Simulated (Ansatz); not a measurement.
```yaml
crystal:
  periodic: [false, false, false]
  atoms:
    - {symbol: B, position_ang: [-0.974574, 1.216300, -0.311285]}
    - {symbol: Ga, position_ang: [0.142489, -0.487050, 0.060700]}
    - {symbol: O, position_ang: [1.861611, -0.580297, 0.507892]}
    - {symbol: F, position_ang: [-0.578024, -2.097699, -0.044315]}
    - {symbol: H, position_ang: [-1.055815, 1.665467, -1.413349]}
    - {symbol: H, position_ang: [-1.561609, 1.766557, 0.569360]}
    - {symbol: H, position_ang: [2.165922, -1.483278, 0.631007]}
basis:
  gaussian: {orbitals: def2-mTZVPP, final_grid: {core_spheres: 8, valence_spheres: 7, degree: 23}}
magnetization: {spin_polarized: true, initial_magnetization: 0}
hamiltonian: {xc: {name: HF}}
correlation: {active_space: {window: {electrons: 6, orbitals: 2}}}
output: {forces: true}
```

```sh
$ ansatz run in.yaml --threads 2 --pin off --events-out ev --progress --plain --max-ram 4352MiB
```

Problem. How does Ansatz answer? (Estimate.)

Solution. The calculation gave: The input was rejected before any iteration.
```
Error: invalid value for `correlation.active_space`: it starts from restricted Hartree–Fock orbitals; set hamiltonian.xc: hf without magnetization.spin_polarized
```
